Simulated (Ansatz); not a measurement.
Ansatz (a quantum-chemistry and plane-wave program) input (CCSD(T)/aug-cc-pVDZ):

Ansatz 0.2 input:
```yaml
crystal:
  periodic: [false, false, false]
  atoms:
    - {symbol: As, position_ang: [0.00045192, -0.00002513, 0.03588445]}
    - {symbol: H, position_ang: [-0.85415354, -1.15899954, -0.38484631]}
    - {symbol: H, position_ang: [-0.58425653, 1.31537723, -0.38651254]}
    - {symbol: H, position_ang: [1.42349666, -0.15554841, -0.41282789]}
basis:
  gaussian:
    orbitals: aug-cc-pVDZ
total_charge: 1
magnetization: {spin_polarized: true, initial_magnetization: 1}
correlation: {method: ccsd_t, electrons: outside_noble_gas}
output: {forces: true}
```

End of the output:

```
cycle   4  -3.41241542 eV  change   -3.9e-4 eV  update   1.4e-3
cycle   5  -3.41229131 eV  change    1.2e-4 eV  update   6.3e-4
cycle   6  -3.41229578 eV  change   -4.5e-6 eV  update   2.1e-4
cycle   7  -3.41236893 eV  change   -7.3e-5 eV  update   6.3e-5
cycle   8  -3.41236954 eV  change   -6.1e-7 eV  update   2.1e-5
cycle   9  -3.41236388 eV  change    5.7e-6 eV  update   6.4e-6
cycle  10  -3.41236591 eV  change   -2.0e-6 eV  update   1.7e-6
perturbative correction -0.07355169 eV, -0.0027029747 hartree
the calculation of the forces begins
Total energy: -60836.90922788 eV, -2235.7151773865 hartree
Atom 0 at     0.000452    -0.000025     0.035884 Å, force     0.000013    -0.000001     0.001023 eV/Å
Atom 1 at    -0.854154    -1.159000    -0.384846 Å, force    -0.034613    -0.047246     0.000062 eV/Å
Atom 2 at    -0.584257     1.315377    -0.386513 Å, force    -0.023613     0.053597    -0.000006 eV/Å
Atom 3 at     1.423497    -0.155548    -0.412828 Å, force     0.058213    -0.006350    -0.001079 eV/Å
Dipole moment:    -0.001162     0.000065    -0.092286 e Å
```
